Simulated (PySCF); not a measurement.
# Reading the logs of faulty runs: BH4NOSi

These are calculations, not measurements. They come from PySCF 2.14.0, an open-source quantum chemistry program, on an isolated molecule that a program drew, which may never have been made. The molecule is BH4NOSi (charge 0, singlet), drawn as the SMILES string `NB(O)[SiH]`.

Each row is a Hartree-Fock (HF) and frozen-core CCSD(T) single point in the cc-pV(D+d)Z basis, meant for a local HF minimum. Run 1 is clean. Each other run has one planted mistake out of seven kinds, and not every kind appears here: one electron removed, one electron added, multiplicity raised by two, geometry at a saddle point, minimal basis STO-3G, one bond length entered in bohr, all coordinates scaled. The reference is restricted for singlets and unrestricted otherwise, and also for a bond in bohr. Adding or removing an electron swaps singlet and doublet. Electrons count all cores. HOMO and LUMO are orbital energies over both spins, the gradient is its largest component, and the lowest frequency (negative if imaginary) is given only where the gradient is small. Bond lengths are over the 7 bonds as drawn. T1 is the CCSD diagnostic: over 0.02 (restricted) or 0.045 (unrestricted) a single reference is doubtful.

Geometry of the clean run:
```xyz
8
BH4NOSi, angstrom
N    -0.2967    0.0619    0.5702
B    -0.4265   -0.8018    1.6757
O    -1.2975   -0.5245    2.7029
Si    0.5698   -2.6059    1.9097
H     0.3204   -0.1149   -0.1930
H    -0.7961    0.9244    0.4767
H    -1.7834    0.2826    2.6084
H     1.6943   -2.0096    2.7392
```

```
run,electrons,basis functions,<S^2>,HOMO (eV),LUMO (eV),gradient (hartree/bohr),lowest frequency (cm^-1),mean bond (Å),longest bond (Å),T1,HF (hartree),CCSD(T) (hartree),mistake
1,38,85,0.000,-8.15,0.85,9.9e-06,162,1.3318,2.074,0.0145,-445.29289,-445.86789,no fault
2,38,85,0.000,-7.82,1.15,1.2e-01,-,1.2172,1.896,0.0127,-445.22024,-445.78166,all coordinates scaled
3,37,85,0.769,-16.27,-6.31,5.6e-02,-,1.3318,2.074,0.0185,-445.02850,-445.57427,one electron removed
4,38,28,0.000,-5.24,6.43,4.7e-02,-,1.3318,2.074,0.0154,-439.88156,-440.07973,?
```

**Which mistake was planted in run 4, and what did it cost?**

It has 28 basis functions where the clean run has 85, with the same electrons and geometry. So the mistake is: minimal basis STO-3G. Subtracting run 1 and multiplying by 627.51 kcal/mol a hartree, the energy moved by 3395.7 kcal/mol in HF and 3632.1 kcal/mol in CCSD(T).

